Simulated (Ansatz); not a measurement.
```yaml
crystal:
  periodic: [false, false, false]
  atoms:
    - {symbol: N, position_ang: [-0.416276, 0.582550, 1.347105]}
    - {symbol: C, position_ang: [0.101942, 0.343189, 0.335316]}
    - {symbol: F, position_ang: [1.258428, 0.713592, 0.451071]}
    - {symbol: B, position_ang: [0.038266, -0.809099, -0.724593]}
    - {symbol: N, position_ang: [-0.178448, 0.117400, -1.194285]}
    - {symbol: H, position_ang: [-0.773755, 1.349831, 1.581613]}
    - {symbol: H, position_ang: [-0.118245, 0.052651, 1.992098]}
    - {symbol: H, position_ang: [0.489574, -2.242075, -1.285862]}
    - {symbol: H, position_ang: [-0.797280, 0.780892, -1.888143]}
basis:
  gaussian: {orbitals: def2-SVP}
hamiltonian: {xc: {name: HF}}
correlation: {active_space: {window: {electrons: 6, orbitals: 2}}}
accuracy: high
output: {forces: true}
```

```sh
$ ansatz run in.yaml --threads 2 --pin off --events-out ev --progress --plain --max-ram 4352MiB
```

Shortened log:

```
Functional definition: HF
2145 factors; integrals over basis functions are off by at most 3.3e-9 eV
mean field evaluation 1: about -7412.8068 eV, gradient 4.4e1 eV
mean field evaluation 2: about -7413.0378 eV, gradient 4.4e1 eV
mean field evaluation 4: about -7417.2403 eV, gradient 4.1e0 eV
mean field evaluation 8: about -7417.3135 eV, gradient 4.1e-1 eV
mean field -7417.31551335 eV, -272.5813174785 hartree, gradient 6.1e-8 eV, S^2 0.000000; 0 other end points of the search recorded, 0 dependent functions left out
reference -7417.31551335 eV, -272.5813174785 hartree; 19, 19 occupied and 71, 71 virtual orbitals, 2145 factors
Error: 6 electrons in 2 orbitals form no window around the highest filled level of the reference
```

(1) Something in this input is off. What?

Answers

(1) The active space doesn't fit the electrons. The run stopped with an error.
